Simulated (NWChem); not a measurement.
Molecule: HgI$_{2}$; SMILES [I][Hg][I]

Program: NWChem. Structure relaxed at the PBE0/def2-SVP level. def2 effective core potentials on I, Hg; no spin-orbit coupling. Level SCAN/def2-SVP: energy and gradient on several grids; changes count from the extra-fine grid, which is no exact limit either.

```json
[
 {"grid": "xcoarse", "size of the energy change (μHa)": "1000", "largest change of a gradient component (μHa/bohr)": "80"},
 {"grid": "coarse", "size of the energy change (μHa)": "600", "largest change of a gradient component (μHa/bohr)": "< 30"},
 {"grid": "medium", "size of the energy change (μHa)": "600", "largest change of a gradient component (μHa/bohr)": "< 30"},
 {"grid": "fine", "size of the energy change (μHa)": "90", "largest change of a gradient component (μHa/bohr)": "< 30"},
 {"grid": "xfine", "size of the energy change (μHa)": "< 10", "largest change of a gradient component (μHa/bohr)": "< 30"}
]
```
